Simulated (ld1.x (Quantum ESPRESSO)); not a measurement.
# Which change was made? (Sc, TM)

ld1.x (Quantum ESPRESSO) 7.5 input, shortened:

```
&input
   title='Sc', zed=21., rel=1, dft='PZ', iswitch=3,
   config='[Ar] 3d1 4s2 4p0'
 /
 &inputp
   pseudotype=2, tm=.true., lloc=2,
   nlcc=.false.
 /
3
3S  1  0   2.00   0.00  1.10  1.10  0.0
3P  2  1   6.00   0.00  1.50  1.50  0.0
3D  3  2   1.00   0.00  2.10  2.10  0.0
 &test
   configts(1)='3s2 3p6 3d1 4s2 4p0'
 /
```

Occupied shells without a wave of their own: 4s. They enter only through the test configuration that unscreens the potential.

Cutoffs, loose and tight: the cutoffs (Ry, on a coarse ladder) from which the occupation-weighted sum of valence levels, in a spherical-Bessel basis at the reference potential, stays within 10 and 1 mRy of its value at 400 Ry. They do not see the model core or the augmentation charge, which bear on the density cutoff. Test errors are all-electron minus pseudo excitation energies from the reference, over the configurations 3s2 3p6 3d1 4s1 4p0; 3s2 3p6 3d1 4s0 4p0; 3s2 3p6 3d0 4s0 4p0; 3s1 3p6 3d1 4s2 4p0; 3s2 3p5 3d1 4s2 4p0; 3s2 3p6 3d1 4s1.5 4p0; 3s2 3p6 3d0 4s2 4p1 (two spin-polarised tests are not counted in the largest error); variants that change the core or the reference have their own tests.

The base gives: outcome: generated; cutoff, loose: 100 Ry; cutoff, tight: 180 Ry; bound ghosts: none; largest test error (meV): +409.

Question: After one change the result is: outcome: generated; cutoff, loose: 260 Ry; cutoff, tight: over 300 Ry; bound ghosts: none; largest test error (meV): +243. Which change was it?
A. wave 3s (bound): rc 1.10 bohr becomes 3s (bound): rc 0.74 bohr
B. core [Ne] 3s2, valence charge 9; reference 3p6 3d2 4s1 4p0; waves now 4s (bound): rc 2.55 bohr; 3d (bound): rc 3.00 bohr; 3p (bound): rc 1.35 bohr; local potential the p channel; core correction Bessel-smoothed model core inside 1.35 bohr
C. all radii scaled by about 1.22 (s 1.34, p 1.84, d 2.56 bohr)
D. core [Ne] 3s2, valence charge 9; reference 3p6 3d1 4s2 4p0; waves now 3p (bound): rc 0.35 bohr; 3d (bound): rc 2.15 bohr; 4s (bound): rc 2.75 bohr; local potential the s channel; core correction a·sin(br)/r model core inside 0.30 bohr

Answer: A. The others give: all radii scaled by about 1.22 (s 1.34, p 1.84, d 2.56 bohr) → outcome: generated; cutoff, loose: 70 Ry; cutoff, tight: 100 Ry; bound ghosts: none; largest test error (meV): -920 | core [Ne] 3s2, valence charge 9; reference 3p6 3d1 4s2 4p0; waves now 3p (bound): rc 0.35 bohr; 3d (bound): rc 2.15 bohr; 4s (bound): rc 2.75 bohr; local potential the s channel; core correction a·sin(br)/r model core inside 0.30 bohr → outcome: failed: run_pseudo: Errors in PS-KS equation | core [Ne] 3s2, valence charge 9; reference 3p6 3d2 4s1 4p0; waves now 4s (bound): rc 2.55 bohr; 3d (bound): rc 3.00 bohr; 3p (bound): rc 1.35 bohr; local potential the p channel; core correction Bessel-smoothed model core inside 1.35 bohr → outcome: generated; cutoff, loose: 35 Ry; cutoff, tight: 70 Ry; bound ghosts: s; largest test error (meV): +572.
